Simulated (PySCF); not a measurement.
C3H8O2Si, SMILES O([Si@H](O)C=C)C. Heavy atoms are numbered as in [CH2:1]=[CH:2][Si@@H:3]([OH:4])[O:5][CH3:6]. Hydrogens are named by the atom that carries them.

Geometry optimised at PBE0-D3(BJ)/def2-SVP. The structure was generated by enumeration; whether it is a known compound was not checked. The values are those of a single conformer.

Level of theory: PBE/def2-TZVP run with PySCF.

Atomic charges (e), one atom of each kind:

| atom | IAO | Mulliken | Löwdin |
|---|---|---|---|
| C1 (CH2) | -0.27 | -0.23 | -0.20 |
| C2 (CH) | -0.47 | -0.24 | -0.30 |
| Si3 (SiH) | 1.27 | 0.49 | ___ |
| O4 (OH) | -0.78 | -0.48 | -0.10 |
| O5 | -0.62 | -0.29 | ___ |
| C6 (CH3) | -0.21 | -0.21 | -0.39 |
| H on C1 | 0.16 | 0.14 | ___ |
| H on C2 | 0.16 | 0.11 | 0.14 |
| H on Si3 | -0.16 | -0.06 | -0.03 |
| H on O4 | 0.36 | 0.31 | ___ |
| H on C6 | 0.13 | 0.12 | ___ |

Task: Fill in the missing entries. (Estimate from the structure and the level; the computed values follow.)

Result: 
- Si3 (SiH), Löwdin: 0.04
- O5, Löwdin: 0.09
- H on C1, Löwdin: 0.13
- H on O4, Löwdin: 0.17
- H on C6, Löwdin: 0.11

Task: Give the Mayer and Wiberg (Löwdin basis) orders of the bonds. (The exact figures need the calculation; the answer reports its results.)

Result: 
```tsv
bond	Mayer	Wiberg
C1–C2	1.93	2.21
C2–Si3	0.99	1.10
Si3–O4	1.26	1.67
Si3–O5	1.18	1.52
O5–C6	0.99	1.56
```
